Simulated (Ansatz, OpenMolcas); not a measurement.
**How basis sets differ on AlNH4O2 (SMILES [NH2][Al]([OH])[OH])**

The species is AlNH4O2 (8 atoms), meant as a singlet with charge 0. As SMILES, `[NH2][Al]([OH])[OH]`. The coordinates come from a PBE0-D4/def2-TZVP relaxation. This is one conformer, not always the lowest.

```xyz
8

N    -0.4534    1.3709    0.1590
Al    0.0219   -0.3143   -0.0152
O     1.5694   -0.8061   -0.5009
O    -1.1401   -1.4961    0.3242
H     0.1328    2.1700   -0.0090
H    -1.3726    1.6620    0.4477
H     2.2870   -0.2138   -0.7127
H    -0.9528   -2.4298    0.2512
```

Quantity: the dipole moment, in D. The values are calculated.

| level | kind | program | value (D) | CPU time |
| --- | --- | --- | --- | --- |
| HF/ANO-RCC-MB (DKH2) | Hartree–Fock | OpenMolcas | 2.04 | 2.2 s |
| HF/ANO-S-MB | Hartree–Fock | OpenMolcas | 1.76 | 2.6 s |
| HF/STO-3G | Hartree–Fock | Ansatz | 1.32 | 0.4 s |
| HF/3-21G | Hartree–Fock | OpenMolcas | 2.23 | 1.8 s |
| HF/def2-SVP | Hartree–Fock | Ansatz | 1.91 | 1.9 s |
| HF/6-311+G** | Hartree–Fock | OpenMolcas | 1.94 | 19 s |

The values span 1.32 to 2.23 D. Magnitudes only. Sets without polarisation functions give poor dipoles. Times are those of the runs behind each value, whatever else they computed, on shared processors of several kinds: orders of magnitude only.
